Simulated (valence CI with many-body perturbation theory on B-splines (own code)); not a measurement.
E1 transitions of Pr⁵³⁺

Calculated by valence CI with perturbative core correlation (CI+MBPT): four valence electrons over a frozen Dirac-Fock core [He], radial functions for each j: 11 s, 11 p, 9 d, 7 f, 5 g, 2 h, 1 i, with the one-electron correlation potential Σ1, the two-electron term Σ2, the three-electron term Σ3, Breit, model QED; selected CI, second order for the rest (own B-spline code, finite nucleus).

The last digits are not significant, and no measured levels were compared; by estimate large intervals hold to a few tenths of a per cent, small ones and those within an open d or f shell to about a per cent. Among the levels kept, up to 270 cm⁻¹ of a level comes from second order outside the variational space, and about a tenth of that is noise between levels of different J, which matters for small intervals.

Lines 151 to 200 of 269 in falling wavelength, among levels below 58496 × 10³ cm⁻¹, chosen from the strongest by gf and those to the six lowest levels. Wavelengths and rates use the calculated energies. Electric multipoles are in the length gauge, E1 and E2 with the static RPA response of the core. Weak lines are less certain than strong ones. Lines between different terms over intervals too small for the method are left out, as are lines whose strength nearly cancels. The highest levels of a list are the least certain.

Levels are named by their leading jj configuration (3d3/2^4 stands for four electrons in 3d with j = 3/2), which in mixed levels can hold well under half, so a name can repeat and another be missing. Letters in brackets count levels of one name in rising energy.

| λ vac (nm) | Upper | Lower | A (s⁻¹) | S (a.u.) with core polarisation | S without |
| --- | --- | --- | --- | --- | --- |
| 0.2076 | (2s 2p1/2^2 3d5/2) J=3 | (2s 2p1/2^2 2p3/2) J=2 | 5.61e+14 | 1.73e-02 | 1.73e-02 |
| 0.2075 | (2s 2p1/2 2p3/2 3d5/2) J=4 [b] | (2s 2p1/2 2p3/2^2) J=3 | 7.51e+14 | 2.98e-02 | 2.98e-02 |
| 0.2074 | (2s^2 2p1/2 3d5/2) J=2 | (2s^2 2p1/2 2p3/2) J=2 | 6.44e+13 | 1.42e-03 | 1.42e-03 |
| 0.2073 | (2s 2p1/2 2p3/2 3d5/2) J=3 [a] | (2s 2p1/2 2p3/2^2) J=2 [a] | 7.36e+14 | 2.27e-02 | 2.27e-02 |
| 0.2072 | (2s^2 2p1/2 3d5/2) J=3 | (2s^2 2p1/2 2p3/2) J=2 | 5.65e+14 | 1.74e-02 | 1.74e-02 |
| 0.2072 | (2s 2p1/2 2p3/2 3d5/2) J=1 [a] | (2s 2p1/2 2p3/2^2) J=2 [a] | 6.95e+13 | 9.15e-04 | 9.16e-04 |
| 0.2070 | (2s 2p1/2^2 3d5/2) J=2 | (2s 2p1/2^2 2p3/2) J=2 | 3.03e+13 | 6.63e-04 | 6.64e-04 |
| 0.2070 | (2s^2 2p3/2 3d5/2) J=2 | (2s^2 2p3/2^2) J=2 | 4.65e+14 | 1.02e-02 | 1.02e-02 |
| 0.2070 | (2s^2 2p3/2 3p1/2) J=2 | (2s 2p1/2^2 2p3/2) J=1 | 6.53e+11 | 1.43e-05 | 1.43e-05 |
| 0.2068 | (2s^2 2p1/2 3d5/2) J=2 | (2s^2 2p1/2 2p3/2) J=1 | 5.39e+14 | 1.18e-02 | 1.18e-02 |
| 0.2065 | (2s^2 2p3/2 3d5/2) J=3 | (2s^2 2p3/2^2) J=2 | 9.52e+14 | 2.90e-02 | 2.90e-02 |
| 0.2065 | (2s 2p1/2 2p3/2 3d3/2) J=3 [c] | (2s 2p1/2 2p3/2^2) J=2 [a] | 4.34e+13 | 1.32e-03 | 1.32e-03 |
| 0.2063 | (2s 2p1/2 2p3/2 3d5/2) J=3 [b] | (2s 2p1/2 2p3/2^2) J=2 [a] | 5.59e+13 | 1.70e-03 | 1.70e-03 |
| 0.2062 | (2s^2 2p3/2 3d5/2) J=1 | (2s^2 2p3/2^2) J=2 | 4.68e+13 | 6.07e-04 | 6.08e-04 |
| 0.2062 | (2s 2p1/2 2p3/2 3p3/2) J=3 [a] | (2s^2 2p3/2^2) J=2 | 5.53e+13 | 1.67e-03 | 1.68e-03 |
| 0.2061 | (2s 2p1/2 2p3/2 3d5/2) J=4 [c] | (2s 2p1/2 2p3/2^2) J=3 | 1.89e+14 | 7.33e-03 | 7.34e-03 |
| 0.2059 | (2s 2p1/2 2p3/2 3p3/2) J=1 [a] | (2s^2 2p3/2^2) J=2 | 1.54e+12 | 1.99e-05 | 1.99e-05 |
| 0.2055 | (2s 2p1/2 2p3/2 3p3/2) J=2 [a] | (2s^2 2p3/2^2) J=2 | 2.75e+12 | 5.89e-05 | 5.90e-05 |
| 0.2050 | (2s 2p1/2 2p3/2 3d5/2) J=3 [c] | (2s 2p1/2 2p3/2^2) J=2 [a] | 1.41e+14 | 4.20e-03 | 4.21e-03 |
| 0.2048 | (2s 2p1/2 2p3/2 3p3/2) J=2 [b] | (2s^2 2p3/2^2) J=2 | 2.15e+12 | 4.55e-05 | 4.55e-05 |
| 0.2043 | (2s 2p1/2 2p3/2 3p3/2) J=3 [b] | (2s^2 2p3/2^2) J=2 | 5.34e+12 | 1.57e-04 | 1.57e-04 |
| 0.2038 | (2s 2p1/2^2 3p3/2) J=2 | (2s^2 2p1/2 2p3/2) J=1 | 9.67e+12 | 2.02e-04 | 2.02e-04 |
| 0.2033 | (2s 2p1/2 2p3/2 3s) J=2 [b] | (2s 2p1/2^2 2p3/2) J=1 | 3.13e+12 | 6.50e-05 | 6.48e-05 |
| 0.2029 | (2s 2p1/2 2p3/2 3p3/2) J=3 [c] | (2s^2 2p3/2^2) J=2 | 4.84e+12 | 1.40e-04 | 1.40e-04 |
| 0.2028 | (2s 2p1/2 2p3/2 3s) J=2 [a] | (2s 2p1/2^2 2p3/2) J=2 | 1.54e+13 | 3.16e-04 | 3.15e-04 |
| 0.2025 | (2s^2 2p3/2 3p3/2) J=1 | (2s 2p1/2^2 2p3/2) J=1 | 1.87e+12 | 2.29e-05 | 2.28e-05 |
| 0.2024 | (2s 2p1/2 2p3/2 3p3/2) J=2 [d] | (2s^2 2p3/2^2) J=2 | 1.02e+12 | 2.09e-05 | 2.09e-05 |
| 0.2021 | (2s 2p1/2 2p3/2 3s) J=1 [a] | (2s 2p1/2^2 2p3/2) J=2 | 1.43e+13 | 1.75e-04 | 1.74e-04 |
| 0.2020 | (2s 2p1/2 2p3/2 3s) J=0 | (2s 2p1/2^2 2p3/2) J=1 | 1.70e+13 | 6.92e-05 | 6.90e-05 |
| 0.2019 | (2s 2p1/2 2p3/2 3s) J=2 [c] | (2s 2p1/2^2 2p3/2) J=1 | 5.10e+12 | 1.04e-04 | 1.03e-04 |
| 0.2018 | (2s 2p1/2 2p3/2 3s) J=1 [b] | (2s 2p1/2^2 2p3/2) J=1 | 1.65e+12 | 2.01e-05 | 2.01e-05 |
| 0.2018 | (2s 2p1/2 2p3/2 3s) J=3 | (2s 2p1/2^2 2p3/2) J=2 | 1.67e+13 | 4.74e-04 | 4.72e-04 |
| 0.2017 | (2s 2p1/2 2p3/2 3s) J=1 [c] | (2s 2p1/2^2 2p3/2) J=1 | 2.33e+13 | 2.83e-04 | 2.82e-04 |
| 0.2013 | (2s^2 2p3/2 3p3/2) J=2 | (2s 2p1/2^2 2p3/2) J=1 | 1.04e+13 | 2.10e-04 | 2.10e-04 |
| 0.2011 | (2s 2p1/2 2p3/2 3s) J=2 [b] | (2s 2p1/2^2 2p3/2) J=2 | 6.54e+12 | 1.31e-04 | 1.31e-04 |
| 0.2011 | (2s^2 2p1/2 3s) J=1 | (2s^2 2p1/2^2) J=0 | 2.20e+13 | 2.66e-04 | 2.65e-04 |
| 0.2008 | (2s^2 2p3/2 3s) J=2 | (2s^2 2p1/2 2p3/2) J=2 | 1.28e+13 | 2.56e-04 | 2.55e-04 |
| 0.2007 | (2s^2 2p3/2 3p3/2) J=0 | (2s 2p1/2^2 2p3/2) J=1 | 8.57e+12 | 3.42e-05 | 3.41e-05 |
| 0.2006 | (2s^2 2p3/2 3s) J=1 | (2s^2 2p1/2 2p3/2) J=2 | 1.99e+13 | 2.38e-04 | 2.37e-04 |
| 0.2003 | (2s^2 2p3/2 3s) J=2 | (2s^2 2p1/2 2p3/2) J=1 | 7.45e+12 | 1.48e-04 | 1.47e-04 |
| 0.2000 | (2s^2 2p3/2 3s) J=1 | (2s^2 2p1/2 2p3/2) J=1 | 5.36e+12 | 6.36e-05 | 6.34e-05 |
| 0.2000 | (2s^2 2p3/2 3p3/2) J=3 | (2s 2p1/2^2 2p3/2) J=2 | 4.64e+12 | 1.28e-04 | 1.28e-04 |
| 0.1991 | (2s^2 2p3/2 3p3/2) J=2 | (2s 2p1/2^2 2p3/2) J=2 | 2.38e+12 | 4.64e-05 | 4.64e-05 |
| 0.1945 | (2s 2p1/2 2p3/2 3d3/2) J=2 [b] | (2s 2p1/2^2 2p3/2) J=1 | 2.34e+13 | 4.25e-04 | 4.25e-04 |
| 0.1945 | (2s 2p1/2 2p3/2 3p1/2) J=1 [a] | (2s^2 2p1/2 2p3/2) J=2 | 1.41e+13 | 1.54e-04 | 1.54e-04 |
| 0.1944 | (2s 2p1/2 2p3/2 3d3/2) J=1 [b] | (2s 2p1/2^2 2p3/2) J=1 | 2.43e+13 | 2.64e-04 | 2.64e-04 |
| 0.1943 | (2s 2p1/2 2p3/2 3d5/2) J=2 [a] | (2s 2p1/2^2 2p3/2) J=1 | 2.58e+12 | 4.67e-05 | 4.68e-05 |
| 0.1940 | (2s 2p1/2 2p3/2 3p1/2) J=1 [a] | (2s^2 2p1/2 2p3/2) J=1 | 5.16e+13 | 5.58e-04 | 5.58e-04 |
| 0.1939 | (2s 2p1/2 2p3/2 3d3/2) J=2 [a] | (2s 2p1/2^2 2p3/2) J=2 | 1.33e+14 | 2.40e-03 | 2.40e-03 |
| 0.1938 | (2s 2p1/2 2p3/2 3d5/2) J=1 [a] | (2s 2p1/2^2 2p3/2) J=1 | 5.72e+13 | 6.17e-04 | 6.17e-04 |
